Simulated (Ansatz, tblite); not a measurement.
Cost and result up the ladder for `C[Si](C)(C)C#Cc1ccc(-c2ccc(-c3ccc(C#C[Si](C)(C)C)nc3)nc2)nc1` (57 atoms). Total charge 0; singlet. Geometry: r2SCAN-D4/def2-SVP.

Ansatz on 2 threads of AMD EPYC 7R13 on a shared host and a share (18 GiB) of an NVIDIA H100 80GB HBM3; xTB runs through tblite on one thread. Times are rough, summed over both states, and most runs start from the orbitals of an earlier one. PBE0-D4/def2-TZVP serves as the yardstick here, not as an exact answer. The other state is a triplet.

The xTB rows come from tblite. Single mean-field runs in def2-TZVP are fitted with def2-universal-jkfit.

xTB has no spin-polarisation term.

```
                          level  functions  vertical triplet (eV)  difference from PBE0-D4/def2-TZVP (eV)
               PBE-D4/def2-TZVP       1104                   2.28                                   -0.36
                       GFN2-xTB        157                   2.18                                   -0.47
PBE0-D4/def2-TZVP (with forces)       1104                   2.64                                    0.00
                       GFN1-xTB        184                   2.39                                   -0.25
```

(1) Estimate how long each takes.

Answers

(1) GFN2-xTB 0.38 s; GFN1-xTB 0.44 s; PBE-D4/def2-TZVP 25 s; PBE0-D4/def2-TZVP (with forces) 45 s. On shared hardware such times vary by a factor of up to 3.
